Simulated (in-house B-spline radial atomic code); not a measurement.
Results of a calculation; reference values are marked as such.
**Correlation energy from the adiabatic connection: ω²r²/2 − Z/r, ω = 0.0113, Z = 0.3**

Two electrons in a singlet, external potential ω²r²/2 − Z/r, ω = 0.0113, Z = 0.3 (atomic units). Full CI in B-splines (partial waves to l = 8, correlation up to 0.6 % small) with the density held fixed gives W(λ) = <V_ee>_λ − U, and E_c is the integral of W(λ) − W(0) from 0 to 1.

```
   λ  W(λ) − W(0) (hartree)
   0                0.00000
0.02               -0.00272
0.05               -0.00628
0.12               -0.01250
0.25               -0.01917
 0.4               -0.02322
 0.6               -0.02625
 0.8               -0.02814
   1               -0.02947
```

Q: Integrate the table by the trapezoid rule.

A: The strips give -0.00003, -0.00014, -0.00066, -0.00206, -0.00318, -0.00495, -0.00544, -0.00576, which sum to -0.02220 hartree. The direct value, W(1) − W(0) + T_c with T_c = 0.00712, is -0.02235; the curve is convex, so chords lie above it and the trapezoids fall short in size by 0.65 %.

Q: Now use only three numbers: W(0) = -0.090041, the initial slope W'(0) = -0.1434 (extrapolated from the first points) and the strong-coupling limit of the point-charge-plus-continuum model, W∞ = -0.12791. What do second-order theory and the interpolation W(λ) = W∞ + (W(0) − W∞)/√(1 + 2χλ) of Seidl, Perdew and Levy give?

A: Second order keeps the slope alone: E_c = W'(0)/2 = -0.07170, +221 % in size against -0.02235. Matching the slope fixes χ = W'(0)/(W∞ − W(0)) = -0.1434/(-0.03787) = 3.78674. Integrating, with s = √(1 + 2χ) = 2.928050, E_c = −(W(0) − W∞)(s − 1)/(s + 1) = −0.03787 × 1.928050/3.928050 = -0.01859 hartree, -16.8 % in size against the full result. At λ = 1 the formula gives W − W(0) = -0.02494 against -0.02947. Part of the miss can come from the model's W∞. The slope is uncertain by some per cent for so bent a curve.
